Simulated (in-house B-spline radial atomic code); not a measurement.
Configurations of the technetium ion Tc⁶⁺, with energies counted from [Kr] 4d1. All numbers are computed (Dirac-Hartree-Fock, average of configuration; Fermi nucleus of rms radius 4.41117 fm) with a B-spline radial code for spherical atoms, not measured. Energies include first-order Breit, QED and recoil terms.

Occupations are held fixed; configurations that lie above the ionisation limit could autoionise.

| configuration | E - E(ref) (eV) | highest orbital | its <r> (bohr) |
| --- | --- | --- | --- |
| [Kr] 5d1 | 44.03 | 5d5/2 | 2.938 |
| [Kr] 5g1 | 60.89 | 5g7/2 | 3.886 |
| [Kr] 7s1 | 63.006 | 7s1/2 | 5.832 |
| [Kr] 7d1 | 68.836 | 7d5/2 | 7.218 |
| [Ar] 3d10 4s2 4p5 4d1 6f1 | 112.67 | 6f7/2 | 6.057 |
| [Ar] 3d10 4s2 4p5 4d1 6g1 | 114.51 | 6g7/2 | 6.205 |
| [Ar] 3d10 4s2 4p5 4d1 8f1 | 121.89 | 8f7/2 | 11.79 |

(1) Order these further configurations by energy, lowest first.
A. [Kr] 8f1
B. [Kr] 5f1
C. [Kr] 6p1
D. [Ar] 3d10 4s2 4p5 4d1 6s1
E. [Kr] 6s1

(2) How far above the reference does [Kr] 6d1 lie?

(3) How far above the reference does [Ar] 3d10 4s2 4p5 4d1 8g1 lie?

(4) How far above the reference does [Ar] 3d10 4s2 4p5 4d1 7f1 lie?

Answers

(1) E (49.642 eV), C (53.773 eV), B (57.948 eV), A (76.451 eV), D (95.02 eV).

(2) 60.32 eV; its least bound orbital is 6d5/2 with <r> = 4.867 bohr.

(3) 122.66 eV; its least bound orbital is 8g7/2 with <r> = 12.16 bohr.

(4) 118.29 eV; its least bound orbital is 7f7/2 with <r> = 8.711 bohr.
